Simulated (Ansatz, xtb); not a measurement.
**BCl2H3OSi: 3 structures ranked**

3 gas-phase structures of BCl2H3OSi, from a drawn sample of its isomers (lower ones may exist). Each was relaxed with GFN2-xTB; where two conformers were screened, the lower at r2SCAN-D4/def2-SVP is listed:

A. `ClBO[SiH2]Cl`, a singlet
B. a singlet given by its coordinates
C. `BO[SiH](Cl)Cl`, a singlet

B (Å):

```xyz
8

B     0.2624    0.3329   -1.4906
Cl   -0.6116   -0.5399   -2.7178
Cl    1.4346    1.5188   -1.9967
O     0.0525    0.1043   -0.2312
Si   -0.2152   -0.3015    1.3257
H    -1.2440    0.6405    1.7491
H     1.0720   -0.1193    1.9901
H    -0.6584   -1.6929    1.3155
```

Close contacts (Å): B1–Cl2 1.74, B1–Cl3 1.74, B1–O4 1.30, O4–Si5 1.63, Si5–H6 1.46, Si5–H7 1.46, Si5–H8 1.46.

Question: Which do you expect lowest at r2SCAN-D4/def2-SVP, and how would the others follow?

Answer: Calculated order at r2SCAN-D4/def2-SVP: A (0.0), B (8.7), C (13.6) kJ/mol.

Energies above the lowest of each column, in kJ/mol; the last columns are at PBE0-D4/def2-SVP geometries:

```tsv
structure	GFN2-xTB	HF/STO-3G	r2SCAN-D4/def2-SVP	PBE0-D4/def2-SVP	CCSD(T)/def2-SVP + ΔMP2/def2-TZVPP
A	0.0	0.0	0.0	0.0	0.0
B	38.6	3.9	8.7	6.8	24.1
C	11.4	24.4	13.6	13.6	0.8
```

Every level run on A puts it lowest or level with the lowest. CCSD(T)/def2-SVP + ΔMP2/def2-TZVPP orders those it was run on as A (0.0), C (0.8), B (24.1) kJ/mol. Less than 1 kcal/mol parts A and C, so the order within that pair means little. Flexible structures stand in one conformer each, not always the lowest. The ΔMP2 step shifts differences by up to 36.0 kJ/mol, which makes them less sure. ΔMP2 is the change of the MP2 energy from the smaller to the larger basis.

Programs: Ansatz 0.2.0, xtb 6.7.1.
